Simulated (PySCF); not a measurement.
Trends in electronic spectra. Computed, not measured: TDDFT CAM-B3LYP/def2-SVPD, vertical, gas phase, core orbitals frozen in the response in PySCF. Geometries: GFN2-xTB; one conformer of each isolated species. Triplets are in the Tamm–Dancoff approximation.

Question: Rank by computed S1–T1 gap, lowest first.
A. `C/C(=C/Cl)CCl`
B. `C=CC(=C)CC#CC#N`
C. `c1ccc2[nH]ccc2c1`
D. `[C@H]1(N=C1)C(C)C`
E. `NC[C@H]1[C@H]2C[C@@H]12`
F. `C#CC[C@H](C)N`
G. `C/C=C/C(Cl)Cl`

Answer: E (0.27 eV), D (0.70 eV), F (1.02 eV), C (1.51 eV), B (1.86 eV), A (2.22 eV), G (2.39 eV).

| SMILES | S1−T1 (eV) | S1 (eV) | T1 (eV) | S1 mainly | T1 mainly | f(S1) |
| --- | --- | --- | --- | --- | --- | --- |
| NC[C@H]1[C@H]2C[C@@H]12 | 0.27 | 6.24 | 5.97 | H→L (71%) | H→L (61%) | 0.023 |
| CC(C)[C@H]1C=N1 | 0.70 | 4.90 | 4.20 | H→L (97%) | H→L (94%) | 0.000 |
| C#CC[C@H](C)N | 1.02 | 6.56 | 5.54 | H→L (74%) | H-1→L+4 (21%) | 0.011 |
| c1ccc2[nH]ccc2c1 | 1.51 | 5.09 | 3.58 | H-1→L (60%) | H→L (87%) | 0.031 |
| C=CC(=C)CC#CC#N | 1.86 | 5.15 | 3.29 | H-2→L+2 (30%) | H→L (73%) | 0.001 |
| C/C(=C/Cl)CCl | 2.22 | 6.20 | 3.98 | H→L (95%) | H→L (83%) | 0.307 |
| C/C=C/C(Cl)Cl | 2.39 | 6.69 | 4.30 | H→L+1 (70%) | H→L (81%) | 0.001 |

H and L stand for HOMO and LUMO. For `C#CC[C@H](C)N`, `c1ccc2[nH]ccc2c1`, `C=CC(=C)CC#CC#N` and `C/C=C/C(Cl)Cl` the leading configurations of S1 and T1 differ. Singlets come from full response and triplets from the Tamm–Dancoff approximation.
